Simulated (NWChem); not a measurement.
Species: C2H6BF; SMILES CB(C)F

Program: NWChem. Pople sets run with spherical d functions. All runs use the structure optimised with B3LYP/6-31G* (spherical d).

Q: Taking Hartree-Fock/6-311++G** as the yardstick, which of these has the fewest basis functions while keeping “highest occupied level (eV)” within 0.1 eV of it: Hartree-Fock/STO-3G; Hartree-Fock/6-31G*; Hartree-Fock/3-21G; Hartree-Fock/6-31+G*; Hartree-Fock/6-311G**?

A: Hartree-Fock/6-31+G*.
| level | basis functions | highest occupied level (eV) |
|---|---|---|
| Hartree-Fock/STO-3G | 26 | -10.14 |
| Hartree-Fock/3-21G | 48 | -12.25 |
| Hartree-Fock/6-31G* | 68 | -12.23 |
| Hartree-Fock/6-31+G* | 84 | -12.38 |
| Hartree-Fock/6-311G** | 108 | -12.35 |
| Hartree-Fock/6-311++G** | 130 | -12.39 |

The yardstick is one finite set, not the basis-set limit.
